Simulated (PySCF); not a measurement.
ReF4, quartet: data card

Method: PySCF, UPBE0, basis Re def2-TZVP with ECP60, F def2-TZVP (scalar-relativistic core potentials, no spin–orbit coupling, density fitting).

The structure is a higher-order saddle point with 2 imaginary modes.

| Property | Result |
| --- | --- |
| Point group | C2v |
| Bond lengths | Re–F 1.826 Å (×2), Re–F 1.901 Å (×2) |
| Bond angles | F–Re–F 93.9° (×4), F–Re–F 130.1°, F–Re–F 161.2° |
| Rotational constants | 0.1304, 0.1062, 0.07088 cm⁻¹ |
| Dipole moment | 1.05 D |
| Highest occupied level (α) | -7.67 eV |
| Principal quadrupole moments (Buckingham, traceless) about the centre of mass | -9.64, 1.15, 8.49 D Å |
| Atomisation energy without zero-point energy | 1742 kJ/mol |
| Zero-point energy (real modes) | 19.3 kJ/mol |
| Principal polarisabilities | 29.6, 36.4, 44.0 bohr³ |
| Spin squared ⟨S²⟩ | 3.760 |
| Lowest empty level (α) | -4.57 eV |

Harmonic modes (masses in u: Re 186.956, F 18.998):
| symmetry | ω (cm⁻¹) | IR (km/mol) | type |
| --- | --- | --- | --- |
| b2 | 284i | – | bend |
| a2 | 103i | – | bend |
| a1 | 134 | 1.1 | bend |
| a1 | 161 | 18.5 | bend |
| b1 | 189 | 14.6 | bend |
| b2 | 628 | 284 | stretch |
| a1 | 655 | 16.5 | stretch |
| a1 | 733 | 23.7 | stretch |
| b1 | 734 | 153 | stretch |

In C2v the vibrations span 2b2 + a2 + 4a1 + 2b1. The a2 mode carries no infrared intensity, as symmetry demands.

Charges (e):
```csv
atom,Mulliken,Löwdin,polar tensor,spin (Mulliken),Mayer order to Re1
Re1,1.47,0.95,2.84,2.71,–
"F2,3",-0.42,-0.30,-0.73,0.11,0.90
"F4,5",-0.32,-0.18,-0.69,0.03,1.05
```

Mulliken populations on Re1 (electrons outside its core potential): s 2.46, p 6.35, d 4.58, f 0.15.

This need not be the most stable arrangement of these atoms. Other spin states or occupations of the open shell can lie lower. At this level a quartet minimum of D4h symmetry lies 68 kJ/mol below this structure. With an element this heavy the missing spin–orbit coupling can shift these numbers.

The final relaxation and frequency run took 2 min on 8 threads of a shared Arm Neoverse N1 host, with 164 basis functions and 15 gradients. Launch command: `OMP_NUM_THREADS=8 python axn.py task.json out`.
